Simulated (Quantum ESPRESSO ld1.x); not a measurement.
Results of a calculation; reference values are marked as such.
The mean radii <r> (bohr) of the occupied orbitals of an atom or ion are listed with their occupations. Code: ld1.x of Quantum ESPRESSO 7.5. Model: scalar-relativistic Kohn-Sham, LDA (Slater exchange, Perdew-Zunger correlation), spin-polarised, spherical densities, point nucleus.

| orbital | occ. | <r> |
|---|---|---|
| 1s down | 1 | 0.07320 |
| 1s up | 1 | 0.07320 |
| 2s up | 1 | 0.3446 |
| 2s down | 1 | 0.3445 |
| 2p up | 3 | 0.3082 |
| 2p down | 3 | 0.3081 |
| 3s up | 1 | 1.075 |
| 3s down | 1 | 1.075 |
| 3p up | 3 | 1.164 |
| 3p down | 3 | 1.164 |
| 3d up | 1 | 1.568 |
| 4f up | 2 | 10.43 |

Name the element and its charge. Open shells, if any, are filled with parallel spins first.

Answer. Z = 21, scandium, charge 0: Sc in [Ar] 3d1 4f2. The 1s radius gives Z: for a bare nucleus <r> = (2 gamma + 1)/(2Z) with gamma = sqrt(1 - (Z/c)^2), 0.07087 bohr for Z = 21, and screening makes it slightly larger (0.07320 here). The occupations add up to 21, and the charge is Z minus that.
